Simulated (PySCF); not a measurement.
SeO2I2: from structure and modes to constants

All numbers come from PySCF, PBE0, basis Se def2-SVP, O def2-SVP, I def2-SVP with ECP28 (scalar-relativistic core potentials, no spin–orbit coupling, density fitting).

The singlet minimum has C2v symmetry. Masses (u): Se 79.91652, O 15.99492, I 126.90447.

```xyz
5
charge 0 multiplicity 1, angstrom
Se    0.0000    0.0000   -1.0502
O     0.0000    1.3920   -1.8312
O     0.0000   -1.3920   -1.8312
I     2.0178    0.0000    0.5620
I    -2.0178    0.0000    0.5620
```

Harmonic wavenumbers (cm⁻¹): 70.6 (a1, ×1), 162.2 (a2, ×1), 177.4 (b2, ×1), 184.5 (a1, ×1), 186.2 (b1, ×1), 313.9 (b1, ×1), 346.5 (a1, ×1), 977.0 (a1, ×1), 1056.9 (b2, ×1).

Task: Find the principal moments of inertia and the rotational constants. What kind of rotor is it?

Result: About the centre of mass I = 337.58, 1095.3, 1308.9 u Å². With B = 16.8576/I this gives 0.04994, 0.01539, 0.01288 cm⁻¹. The molecule is an asymmetric top with κ = -0.86.

Task: What is the harmonic zero-point energy?

Result: Half the sum of all 9 wavenumbers, 3475/2 = 1738 cm⁻¹, which is 20.8 kJ/mol (1 cm⁻¹ = 0.0119627 kJ/mol).

Task: Find the vibrational entropy and heat capacity at 298.15 K.

Result: With u = 1.43878 ω/T, each mode gives S = R[u/(eᵘ−1) − ln(1−e⁻ᵘ)] and C = R u² eᵘ/(eᵘ−1)².
```json
{"ω (cm⁻¹)": "70.6", "u": "0.341", "S (J/(mol K))": "17.30", "C (J/(mol K))": "8.23"}
{"ω (cm⁻¹)": "162.2", "u": "0.783", "S (J/(mol K))": "10.56", "C (J/(mol K))": "7.90"}
{"ω (cm⁻¹)": "177.4", "u": "0.856", "S (J/(mol K))": "9.86", "C (J/(mol K))": "7.82"}
{"ω (cm⁻¹)": "184.5", "u": "0.890", "S (J/(mol K))": "9.55", "C (J/(mol K))": "7.79"}
{"ω (cm⁻¹)": "186.2", "u": "0.898", "S (J/(mol K))": "9.48", "C (J/(mol K))": "7.78"}
{"ω (cm⁻¹)": "313.9", "u": "1.515", "S (J/(mol K))": "5.61", "C (J/(mol K))": "6.89"}
{"ω (cm⁻¹)": "346.5", "u": "1.672", "S (J/(mol K))": "4.95", "C (J/(mol K))": "6.62"}
{"ω (cm⁻¹)": "977.0", "u": "4.715", "S (J/(mol K))": "0.43", "C (J/(mol K))": "1.69"}
{"ω (cm⁻¹)": "1056.9", "u": "5.100", "S (J/(mol K))": "0.31", "C (J/(mol K))": "1.33"}
```
The sums over all modes are S = 68.1 and C = 56.1 J/(mol K); the softest mode gives 25 % of the entropy.

Task: Give the standard entropy (298.15 K, 1 bar) by its translational, rotational, vibrational and spin parts, and Cp.

Result: Sackur–Tetrode with M = 365.72 u gives 182.5; rotation with symmetry number 2 gives 125.9; vibration 68.1; spin R ln 1 = 0.0. The total is 376.4 J/(mol K), and Cp = 4 R + 56.1 = 89.3 J/(mol K).

Only a few start shapes were tried, so a lower isomer may exist.
